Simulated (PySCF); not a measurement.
Molecule: `C1=[O+][B@H-](Cl)OC=C1`, C3H4BClO2.

Bonds (- single, = double, # triple, : aromatic): Cl1-B2, B2-O3, O3-C4, C4=C5, C5-C6, C6=O7, O7-B2. B2 carries H8; C4 carries H9; C5 carries H10; C6 carries H11. Formal charges: B2 -1, O7 +1. Stereochemistry as in Cl[B@@H-]1OC=CC=[O+]1.

Frames of a GFN2-xTB Langevin trajectory at 300 K; GIAO PBE0/pcSseg-1 shieldings in PySCF 2.14.0 with density-fitted response routines, gas phase, non-relativistic; equivalent atoms averaged within each frame.

References, each an isolated molecule treated in the same way: HCl for ³⁵Cl (σref 949.78); ¹¹B (σref 100.07) vs BF3·OEt2; ¹⁷O (σref 336.08) against H2O; ¹³C (σref 186.93) and ¹H (σref 31.72) vs TMS. The references are static minima.

Task: How do the shifts (ppm) fluctuate along the trajectory?

Result: 
```csv
time (fs),Cl1,B2,O3/O7,C4/C6,C5,H9/H11,H10,H8
250,46,-1.2,310.3,189.6,110.9,8.16,6.27,4.15
425,143,2.9,288.4,188.0,115.2,8.18,5.93,5.24
625,93,-0.1,292.3,185.9,110.3,7.76,6.59,4.20
800,146,4.3,298.9,190.4,110.5,8.94,6.12,5.30
1000,121,4.0,296.0,184.1,107.9,7.72,5.88,4.06
mean of frames,110,2.0,297.2,187.6,111.0,8.15,6.16,4.59
standard deviation,42,2.5,8.3,2.6,2.6,0.49,0.29,0.62
```

5 frames give an uncertainty of the mean of about the standard deviation over 2.2 at best, since frames this close in time may not be independent; classical motion lacks zero-point vibration, and the reference would need the same averaging.
